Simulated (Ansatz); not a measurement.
Basis sets compared for SeOF2. Charge 0, multiplicity 1. Geometry PBE-D4/def2-TZVP. Ansatz on 4 threads of Intel Xeon on a shared host; times are rough, and most runs start from earlier orbitals.

```xyz
4

Se    0.211   -0.304    0.464
O     1.168   -0.625   -0.779
F     0.059    1.466    0.475
F    -1.437   -0.537   -0.160
```

The 6-31G sets use Cartesian d functions.

Binding counts from free atoms (Se triplet, O triplet, F doublet) in the same basis, without a counterpoise term.

```tsv
level	functions	energy (Eh)	HOMO (eV)	LUMO (eV)	binding per atom (eV)	wall time
HF/STO-3G	33	-2643.2294	-7.68	6.81	-0.51	0.77 s
HF/6-31G	56	-2673.0049	-13.66	0.63	0.16	1.5 s
PBE-D4/def2-SVP	74	-2675.3022	-7.88	-2.97	3.25	1.2 s
PBE0-D4/def2-SVP	74	-2675.3464	-9.55	-2.26	2.81	3.1 s
```

(1) Estimate the rows for HF/def2-TZVP (with forces), PBE-D4/def2-TZVP, PBE0-D4/def2-TZVP.

Results:

(1) 
| level | functions | energy (Eh) | HOMO (eV) | LUMO (eV) | binding per atom (eV) | wall time |
| --- | --- | --- | --- | --- | --- | --- |
| HF/def2-TZVP (with forces) | 141 | -2673.6335 | -13.57 | 1.06 | 1.14 | 3.9 s |
| PBE-D4/def2-TZVP | 141 | -2675.9618 | -8.23 | -3.34 | 3.33 | 2.5 s |
| PBE0-D4/def2-TZVP | 141 | -2676.0065 | -9.77 | -2.52 | 2.93 | 3.7 s |
